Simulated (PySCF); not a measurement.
# Computed structure and properties of EuF2

System: EuF2 (singlet in the valence; each metal's 4f electrons, 7 of them, lie in its core potential, out of spins and levels); start: template (C2v). Method: PySCF 2.14.0, RKS PBE0, Eu lcecp-0-SVP with ECP53, F def2-SVP; non-relativistic Hamiltonian with scalar-relativistic core potentials where named; density fitting; no spin-orbit coupling.

Input of the relaxation:

```python
mol = gto.M(atom='''
Eu     0.00000     0.00000    -0.18354
F      2.06060    -0.00000     0.73866
F     -2.06060     0.00000     0.73866''',
    basis={'Eu': 'lcecp-0-SVP', 'F': 'def2-SVP'},
    ecp={'Eu': 'lcecp-0-SVP'},
    charge=0, spin=0)
mf = dft.RKS(mol, xc='PBE0')
mf.grids.atom_grid = (50, 194)  # f atoms: unpruned, at least (60, 302)
mf = mf.density_fit()  # fitting sets: Eu AutoAux, F def2-universal-JKFIT
mf.conv_tol = 1e-08; mf.max_cycle = 55
mf.kernel(dm0)  # dm0: converged density of the start geometry
# quasi-Newton relaxation in Cartesian coordinates to a largest gradient under 0.00045 Eh/bohr, steps kept in the point group
```

Run from Python with OMP_NUM_THREADS=2; the lines above give its settings. Where DIIS fails, smearing, a level shift and second-order steps follow.
It took 10 s on 2 threads of Arm Neoverse V1, with other jobs on the host, from the converged density of the start.

Course of the relaxation:

| step | energy above end (eV) | largest force component within the symmetry (eV/Å) |
| --- | --- | --- |
| 0 | 0.2593 | 1.536 |
| 1 | 0.0636 | 0.745 |
| 2 | 0.0181 | 0.396 |
| 3 | 0.0094 | 0.133 |
| 4 | 0.0030 | 0.114 |
| 5 | 0.0006 | 0.083 |
| 6 | 0.0000 | 0.017 |
| 7 | 0.0000 | 0.000 |

Relaxed geometry (C2v):

```xyz
3

Eu    0.0000    0.0000   -0.2617
F     1.8468    0.0000    0.7778
F    -1.8468    0.0000    0.7778
```

```
   contact      Å
Eu1–F2 (F)  2.119
Eu1–F3 (F)  2.119
```

On the finer grid (75, 302):

```
HOMO                                                          : not given (4f levels lie in the core)
LUMO                                                          : not given (4f levels lie in the core)
Dipole about the centre of mass                               : 6.33 D
Set of Mulliken populations of Eu1 outside the core potential : s 2.08, p 6.11, d 0.71, f 0.05
D3(BJ) dispersion energy (not in the energies)                : -0.022 eV
```

```csv
atom,Mulliken (e),Löwdin (e),spin (e)
Eu1,1.05,0.88,0.00
F2,-0.53,-0.44,0.00
F3,-0.53,-0.44,0.00
```

The 4f levels lie in the core potential and are missing. Their spin isn't counted.

On the grid (50, 194), as all that follows. Harmonic modes: a minimum; lowest 97 cm⁻¹ (negative: unstable), highest 511 cm⁻¹, zero-point energy 0.069 eV.

Taking off one F (charge -1, singlet; the rest: singlet) in vacuum, both parts rigid, costs 9.81 eV; the small basis without counterpoise inflates it. Most of it is the attraction of opposite charges; other ways to part are cheaper, and one spin state was tried for the rest.

Rigid scan of F along the line from its metal:

```
distance to F2 (Å)  energy (eV)
              1.82        1.136
              1.92        0.431
              2.02        0.093
              2.12        0.000
              2.22        0.069
              2.32        0.240
              2.52        0.740
              2.82        1.594
              3.22        2.630
              3.72        3.653
```

One start shape was tried, so this needn't be the lowest isomer.

An lcecp potential fixes the number of 4f electrons, so in runs with it no electron can move into or out of that shell.
